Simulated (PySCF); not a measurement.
# Cost of excited-state runs on `CC[C@@]1(CF)C/C1=C\Cl`, C₇H₁₀ClF

Molfile (atoms numbered from 1):
```
C7H10ClF
     RDKit          3D

 19 19  0  0  0  0  0  0  0  0999 V2000
   -2.2769   -0.5617    0.2507 C   0  0  0  0  0  0  0  0  0  0  0  0
   -0.9845   -0.6658   -0.5554 C   0  0  0  0  0  0  0  0  0  0  0  0
    0.1200    0.2182    0.0003 C   0  0  1  0  0  0  0  0  0  0  0  0
   -0.0781    1.7023   -0.2219 C   0  0  0  0  0  0  0  0  0  0  0  0
   -0.1109    1.9892   -1.5671 F   0  0  0  0  0  0  0  0  0  0  0  0
    0.8270   -0.2076    1.2760 C   0  0  0  0  0  0  0  0  0  0  0  0
    1.5057   -0.2836   -0.0211 C   0  0  0  0  0  0  0  0  0  0  0  0
    2.5701   -0.5749   -0.7190 C   0  0  0  0  0  0  0  0  0  0  0  0
    4.0146   -1.1973    0.0126 Cl  0  0  0  0  0  0  0  0  0  0  0  0
   -2.0913   -0.7780    1.3006 H   0  0  0  0  0  0  0  0  0  0  0  0
   -3.0067   -1.2750   -0.1236 H   0  0  0  0  0  0  0  0  0  0  0  0
   -2.7091    0.4327    0.1747 H   0  0  0  0  0  0  0  0  0  0  0  0
   -1.1703   -0.3807   -1.5930 H   0  0  0  0  0  0  0  0  0  0  0  0
   -0.6372   -1.7006   -0.5517 H   0  0  0  0  0  0  0  0  0  0  0  0
   -1.0309    2.0491    0.1922 H   0  0  0  0  0  0  0  0  0  0  0  0
    0.7479    2.2819    0.2017 H   0  0  0  0  0  0  0  0  0  0  0  0
    0.5178   -1.1317    1.7439 H   0  0  0  0  0  0  0  0  0  0  0  0
    1.1401    0.5500    1.9811 H   0  0  0  0  0  0  0  0  0  0  0  0
    2.6429   -0.4572   -1.7882 H   0  0  0  0  0  0  0  0  0  0  0  0
  1  2  1  0
  3  2  1  6
  3  4  1  0
  4  5  1  0
  3  6  1  0
  6  7  1  0
  7  8  2  0
  8  9  1  0
  7  3  1  0
  1 10  1  0
  1 11  1  0
  1 12  1  0
  2 13  1  0
  2 14  1  0
  4 15  1  0
  4 16  1  0
  6 17  1  0
  6 18  1  0
  8 19  1  0
M  END
```

PySCF with density fitting, on 1 thread of an Arm Neoverse V2, shared host. Command: `OMP_NUM_THREADS=1 python excited_run.py task.json out`

Problem. How long does each of these runs take, and how much memory?
- magnetisability and related constants, BHandHLYP/pcSseg-1; usual settings
- magnetisability and related constants, BLYP/6-31G*; grid level 4; IEF-PCM chloroform

Solution. 
```
                                  run               level  basis functions  wall time  peak memory (GiB)
magnetisability and related constants  BHandHLYP/pcSseg-1              210       49 s               0.98
magnetisability and related constants         BLYP/6-31G*              150       56 s               0.66
```
Times from a shared host are rough.
